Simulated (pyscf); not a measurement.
**H₂B–CH₂–CH₂–CH₃, singlet**

Gas-phase minimum from PySCF at ωB97X-D3(BJ)/def2-SVP, one conformer. H₂B–CH₂–CH₂–CH₃ lies 12.7 kcal/mol over its isomer H₃C–BH–CH₂–CH₃ (electronic energy, ωB97M-D3(BJ)/def2-TZVP). 

SMILES: BCCC
```xyz
13

B     -1.9052     0.6438     1.6265
C     -1.1467    -0.4374     0.7911
C      0.3727    -0.3073     0.6445
C      1.0182    -1.4865    -0.0821
H     -1.3129     1.4165     2.3506
H     -3.1163     0.6900     1.6033
H     -1.6362    -0.5854    -0.1899
H     -1.3968    -1.3751     1.3400
H      0.8246    -0.1933     1.6452
H      0.6060     0.6280     0.1058
H      2.1085    -1.3594    -0.1772
H      0.6042    -1.6015    -1.0980
H      0.8361    -2.4318     0.4566
```

Bonds (Å): B1–C2 1.563, B1–H5 1.213, B1–H6 1.212, C2–C3 1.532, C2–H7 1.106, C2–H8 1.115, C3–C4 1.528, C3–H9 1.104, C3–H10 1.104, C4–H11 1.102, C4–H12 1.103, C4–H13 1.103. Bond angles (°): C2–B1–H5 121.5, C2–B1–H6 120.1, H5–B1–H6 118.3, B1–C2–C3 118.3, B1–C2–H7 110.6, B1–C2–H8 102.1, C3–C2–H7 111.4, C3–C2–H8 109.9, H7–C2–H8 103.0, C2–C3–C4 113.5, C2–C3–H9 109.1, C2–C3–H10 109.2, C4–C3–H9 109.7, C4–C3–H10 109.4 (the first ones only).

Properties at ωB97X-D3(BJ)/def2-SVP:

| Quantity | Value |
|---|---|
| Harmonic wavenumbers, unscaled | 83, 167, 239, 251, 411, 521, 765, 777, 926, 941, 994, 1075, 1100, 1141, 1220, 1237, 1304, 1325, 1375, 1407, 1431, 1475, 1480, 1489, 2565, 2652, 2993, 3055, 3066, 3080, 3112, 3144, 3152 cm⁻¹ |
| Zero-point energy | 71.4 kcal/mol |
| Rotational symmetry number | 1 |
| Entropy of this conformer at 298 K and 1 atm, rigid rotor and harmonic oscillator, modes under 100 cm⁻¹ raised to 100 | 312.1 J/(mol K) |
| Dipole moment | 0.62 D |

Single-point totals, which compare only within one level (frozen core for MP2 and CC):

| level | total energy (hartree) |
|---|---|
| ωB97X-D3(BJ)/def2-TZVP | -144.71226 |
| PBE/def2-TZVP | -144.38401 |
| r²SCAN/def2-TZVP | -144.51018 |
| B3LYP-D3(BJ)/def2-TZVP | -144.64102 |
| PBE0-D3(BJ)/def2-TZVP | -144.42673 |
| M06-2X/def2-TZVP | -144.53223 |
| ωB97M-D3(BJ)/def2-TZVP | -144.64993 |
| HF/def2-TZVPP | -143.56117 |
| MP2/def2-TZVPP | -144.19575 |
| CCSD/def2-TZVPP | -144.24879 |
| CCSD(T)/def2-TZVPP | -144.27396 |

Soft torsions are taken as harmonic, which can shift the entropy by several J/(mol K). The CCSD(T) − MP2 part came from Ansatz, without density fitting, on the same reference.
